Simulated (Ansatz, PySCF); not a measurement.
Al(Cl)2(SMe) (CH₃AlCl₂S), SMILES C[S][Al]([Cl])[Cl].

Geometry optimised at PBE-D3(BJ)/def2-SVP. The structure was generated by enumeration; whether it is a known compound was not checked. Other conformers were not sampled.

Vertical ionisation energy (IE) and electron affinity (EA) in eV. Rows of orbital energies are one-electron estimates. Where ΔSCF, EOM or ADC give a negative EA the extra electron is unbound and the value depends on the basis.

```tsv
level	IE	EA
−ε(HOMO), −ε(LUMO), ωB97X/def2-TZVP (PySCF)	9.95	-0.95
−ε(HOMO), −ε(LUMO), PBE/def2-TZVP (PySCF)	6.41	1.88
ΔSCF, PBE0/def2-SVPD (Ansatz), final states of multiplicity 2 and 2	9.75	0.00
ΔSCF, PBE/def2-SVPD (Ansatz), final states of multiplicity 2 and 2	9.56	0.14
```

Question: What vertical singlet–triplet gap does ΔSCF give with PBE0/def2-SVPD (Ansatz, a program for electronic structure) and with PBE/def2-SVPD (Ansatz)? (The exact figures need the calculation; the answer reports its results.)

Answer: 4.98 and 4.74 eV (triplet above singlet where positive).
